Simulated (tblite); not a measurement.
C6H7O3 (doublet state).
Numbering: `[CH:1]#[C:2]/[C:3](=[CH:4]/[O:5][CH2:6][O:7])[O:8][CH3:9]` (hydrogens: H10 on C1; H11 on C4; H12, H13 on C6; H14, H15, H16 on C9)
Bond orders are those of one Lewis drawing.

Computed with GFN2-xTB (tblite), gas phase: L-BFGS steps from a force-field or distance-geometry start until the largest atomic force falls under 0.01 eV/Å.

Step 25: E = -773.2156 eV
```
atom  x, y, z in Å  |  force x, y, z in eV/Å
C1     -0.4698    2.7701    2.0675   -0.059  -0.010   0.011
C2     -0.3249    1.8328    1.3279    0.003   0.033  -0.042
C3     -0.1437    0.6973    0.5007    0.081   0.019  -0.002
C4      0.6053    0.8574   -0.6264    0.013   0.015  -0.082
O5      1.0633   -0.0206   -1.5149   -0.004  -0.035  -0.019
C6      1.5807   -1.3264   -1.0960   -0.039   0.043   0.091
O7      1.5328   -2.2331   -1.9791   -0.051   0.027   0.080
O8     -0.7448   -0.4453    0.9576    0.020   0.017  -0.019
C9     -1.6008   -1.1006    0.0379   -0.001  -0.065  -0.058
H10    -0.6156    3.5967    2.6984    0.018  -0.012  -0.004
H11     0.8532    1.8737   -0.9159    0.025   0.063   0.095
H12     1.1164   -1.5792   -0.1087    0.008  -0.056  -0.012
H13     2.6396   -1.0632   -0.8044   -0.030  -0.009  -0.075
H14    -1.9831   -1.9699    0.5650   -0.058  -0.031   0.050
H15    -2.4279   -0.4480   -0.2561   -0.028   0.019   0.065
H16    -1.0885   -1.4327   -0.8649    0.104  -0.020  -0.081
```

Step 26: E = -773.2182 eV
```
atom  x, y, z in Å  |  force x, y, z in eV/Å
C1     -0.4715    2.7690    2.0680   -0.056  -0.019   0.003
C2     -0.3307    1.8317    1.3281    0.016   0.051  -0.044
C3     -0.1416    0.6998    0.5011    0.050  -0.034  -0.028
C4      0.6043    0.8626   -0.6272    0.026   0.013  -0.051
O5      1.0724   -0.0167   -1.5079   -0.034   0.009  -0.080
C6      1.5732   -1.3250   -1.0897   -0.002  -0.001   0.048
O7      1.5084   -2.2346   -1.9706   -0.051   0.030   0.060
O8     -0.7354   -0.4483    0.9539    0.000  -0.017  -0.003
C9     -1.5936   -1.1025    0.0336    0.016  -0.047  -0.045
H10    -0.6140    3.5945    2.6981    0.002   0.037   0.037
H11     0.8421    1.8800   -0.9193    0.047   0.066   0.075
H12     1.1167   -1.5746   -0.1017   -0.024  -0.050   0.055
H13     2.6370   -1.0753   -0.8090    0.005  -0.004  -0.060
H14    -1.9752   -1.9723    0.5618   -0.057  -0.006   0.028
H15    -2.4185   -0.4467   -0.2603   -0.033   0.003   0.077
H16    -1.0814   -1.4326   -0.8702    0.096  -0.029  -0.072
```

Step 27: E = -773.2206 eV
```
atom  x, y, z in Å  |  force x, y, z in eV/Å
C1     -0.4741    2.7682    2.0688   -0.050  -0.025  -0.005
C2     -0.3358    1.8318    1.3275    0.028   0.051  -0.043
C3     -0.1388    0.7017    0.5010    0.010  -0.065  -0.045
C4      0.6041    0.8676   -0.6288    0.028   0.015  -0.009
O5      1.0797   -0.0131   -1.5029   -0.051   0.044  -0.108
C6      1.5664   -1.3236   -1.0832    0.023  -0.039  -0.002
O7      1.4852   -2.2354   -1.9618   -0.052   0.018   0.037
O8     -0.7266   -0.4516    0.9501   -0.011  -0.035  -0.004
C9     -1.5867   -1.1052    0.0286    0.030  -0.019  -0.023
H10    -0.6127    3.5936    2.6989   -0.010   0.057   0.054
H11     0.8333    1.8868   -0.9213    0.065   0.053   0.054
H12     1.1166   -1.5712   -0.0943   -0.042  -0.031   0.103
H13     2.6349   -1.0867   -0.8143    0.029   0.006  -0.041
H14    -1.9693   -1.9747    0.5590   -0.039   0.021  -0.005
H15    -2.4105   -0.4458   -0.2624   -0.021  -0.023   0.073
H16    -1.0733   -1.4335   -0.8765    0.062  -0.029  -0.037
```

Step 28: E = -773.2230 eV
```
atom  x, y, z in Å  |  force x, y, z in eV/Å
C1     -0.4780    2.7677    2.0700   -0.043  -0.023  -0.010
C2     -0.3408    1.8330    1.3260    0.037   0.036  -0.037
C3     -0.1361    0.7035    0.5000   -0.023  -0.065  -0.043
C4      0.6049    0.8736   -0.6306    0.019   0.013   0.030
O5      1.0847   -0.0092   -1.4995   -0.049   0.058  -0.099
C6      1.5595   -1.3222   -1.0760    0.030  -0.063  -0.042
O7      1.4604   -2.2356   -1.9520   -0.050  -0.007   0.011
O8     -0.7168   -0.4559    0.9452   -0.014  -0.031  -0.013
C9     -1.5792   -1.1089    0.0227    0.033   0.009   0.002
H10    -0.6114    3.5937    2.7009   -0.019   0.044   0.046
H11     0.8274    1.8948   -0.9220    0.078   0.029   0.034
H12     1.1162   -1.5689   -0.0848   -0.039   0.010   0.116
H13     2.6332   -1.0980   -0.8206    0.036   0.019  -0.023
H14    -1.9640   -1.9767    0.5563   -0.014   0.037  -0.039
H15    -2.4030   -0.4459   -0.2630    0.000  -0.047   0.056
H16    -1.0648   -1.4361   -0.8840    0.016  -0.019   0.011
```

Task: Estimate the geometry and energy of step 29. (The exact step hangs on the optimiser's Hessian estimate; all steps are aligned on step 28, rigid shifts and turns removed.)

Result: E = -773.2250 eV, largest force 0.103 eV/Å
```
atom  x, y, z in Å  |  force x, y, z in eV/Å
C1     -0.4826    2.7674    2.0710   -0.034  -0.015  -0.010
C2     -0.3444    1.8349    1.3239    0.035   0.013  -0.022
C3     -0.1349    0.7049    0.4980   -0.032  -0.033  -0.022
C4      0.6069    0.8792   -0.6314    0.008   0.003   0.041
O5      1.0858   -0.0057   -1.4983   -0.026   0.043  -0.056
C6      1.5540   -1.3216   -1.0703    0.016  -0.062  -0.055
O7      1.4395   -2.2355   -1.9438   -0.045  -0.036  -0.008
O8     -0.7081   -0.4602    0.9401   -0.010  -0.007  -0.019
C9     -1.5726   -1.1120    0.0176    0.024   0.022   0.020
H10    -0.6105    3.5947    2.7033   -0.023   0.007   0.018
H11     0.8269    1.9020   -0.9211    0.080   0.001   0.025
H12     1.1160   -1.5682   -0.0752   -0.016   0.061   0.081
H13     2.6321   -1.1061   -0.8265    0.022   0.030  -0.012
H14    -1.9598   -1.9776    0.5540    0.005   0.030  -0.055
H15    -2.3975   -0.4474   -0.2622    0.015  -0.052   0.031
H16    -1.0587   -1.4399   -0.8905   -0.019  -0.006   0.045
```

The energy changes by -0.0020 eV. The first-order estimate −F·Δx gives -0.0029 eV and the mean of the old and new forces, exact on a quadratic surface, -0.0020 eV. The step makes an angle of 74° with the force vector and moves no atom by more than 0.022 Å.

What follows is the cost of the whole relaxation. Time: 0.7 s wall. Hardware: one thread of an Arm Neoverse V2, shared host.
